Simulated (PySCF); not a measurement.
This PySCF input asks for the NMR shieldings of SMILES CO[SiH2]OCC=O, C₃H₈O₃Si; the geometry comes from PBE0-D3(BJ)/def2-SVP.

```python
import basis_set_exchange as bse
import numpy as np
from pyscf import gto, dft
from pyscf.prop import nmr

atoms = """
C    -2.593794    1.007279   -0.200570
O    -1.517055    0.144062   -0.432230
Si   -0.740460   -0.814431    0.670159
O     0.811221   -1.032978    0.132835
C     1.687914    0.008856   -0.180191
C     2.986192   -0.565944   -0.697194
O     3.951381    0.098339   -0.951095
H    -2.513959    1.525060    0.773364
H    -2.615601    1.772071   -0.991858
H    -3.557480    0.468652   -0.223177
H    -0.765091   -0.113820    1.993654
H    -1.313832   -2.180665    0.761271
H     1.275281    0.675874   -0.961498
H     1.920765    0.646487    0.695105
H     2.960758   -1.680079   -0.826573
"""
names = dict.fromkeys(["C", "O", "Si", "H"], "pcSseg-1")
basis = {el: gto.basis.parse(bse.get_basis(n, elements=[el], fmt="nwchem")) for el, n in names.items()}
mol = gto.M(atom=atoms, basis=basis, charge=0, verbose=0)
mf = dft.RKS(mol, xc="B3LYP")
mf.grids.level = 2
mf.grids.alignment = dft.numint.BLKSIZE   # the property module wants whole blocks of grid points
mf.conv_tol = 1e-9
mf.kernel()

calc = nmr.RKS(mf)   # GIAO
C = mf.mo_coeff
Co = C[:, mf.mo_occ > 0]
resp = mf.gen_response(singlet=True, hermi=2)
def vind(x):   # induced exchange potential for any number of trial vectors
    d = np.einsum("pi,xij,qj->xpq", C, 2 * x.reshape(-1, C.shape[1], Co.shape[1]), Co, optimize=True)
    return np.einsum("xpq,pi,qj->xij", resp(d - d.transpose(0, 2, 1)), C, Co, optimize=True).ravel()
mo1, _ = nmr.rhf.solve_mo1(calc, with_cphf=vind)
sigma = calc.kernel(mo1)
for i, s in enumerate(sigma):   # ppm
    w = np.linalg.eigvalsh((s + s.T) / 2)
    print("%2d %-2s iso %8.1f  s11 %8.1f  s22 %8.1f  s33 %8.1f" % (i, mol.atom_pure_symbol(i), w.mean(), *w))
```

**Question.** What are the results?

**Answer.** 
```
 0 C  iso    126.3  s11     98.8  s22    101.9  s33    178.1
 1 O  iso    307.9  s11    246.7  s22    325.8  s33    351.1
 2 Si iso    367.0  s11    346.6  s22    357.6  s33    396.9
 3 O  iso    287.2  s11    230.4  s22    294.5  s33    336.6
 4 C  iso    107.5  s11     89.4  s22     97.4  s33    135.7
 5 C  iso    -31.7  s11   -115.1  s22    -43.4  s33     63.3
 6 O  iso   -367.7  s11  -1020.6  s22   -449.9  s33    367.5
 7 H  iso     27.8  s11     24.2  s22     25.7  s33     33.5
 8 H  iso     27.5  s11     23.6  s22     25.4  s33     33.6
 9 H  iso     27.7  s11     23.5  s22     25.4  s33     34.1
10 H  iso     26.6  s11     23.8  s22     24.9  s33     31.0
11 H  iso     26.7  s11     23.2  s22     24.6  s33     32.1
12 H  iso     27.1  s11     22.5  s22     27.0  s33     32.0
13 H  iso     27.5  s11     23.8  s22     26.3  s33     32.4
14 H  iso     21.4  s11     19.0  s22     20.8  s33     24.5
```

These numbers come from an equivalent density-fitted implementation of the same equations, which agrees with the script to about 0.01 ppm for H and up to a few tenths of a ppm for heavy atoms, so last digits may differ.

**Question.** Turn these shieldings into chemical shifts. Scale: TMS for ¹³C (179.24 ppm), ²⁹Si (337.86 ppm), ¹H (31.38 ppm); H2O for ¹⁷O (334.04 ppm) (reference shieldings calculated alike).

**Answer.** Averaging equivalent atoms: C 5: 210.9; C 4: 71.7; C 0: 53.0; O 6: 701.7; O 3: 46.9; O 1: 26.2; Si 2: -29.2; H 14: 9.97; H 10/11: 4.75; H 12/13: 4.06; H 7/8/9: 3.71 ppm. Unscaled 17O shifts of doubly bonded oxygen tend to come out too high, by tens of ppm or more. Experimental scales use liquid or dissolved standards, which lie at an offset from isolated H2O (liquid H2O: subtract about 36 ppm).

Size and cost of the density-fitted run: 166 basis functions, 12 s wall time on 1 thread of an Intel Xeon 6975P-C, shared host; peak memory 0.77 GiB.
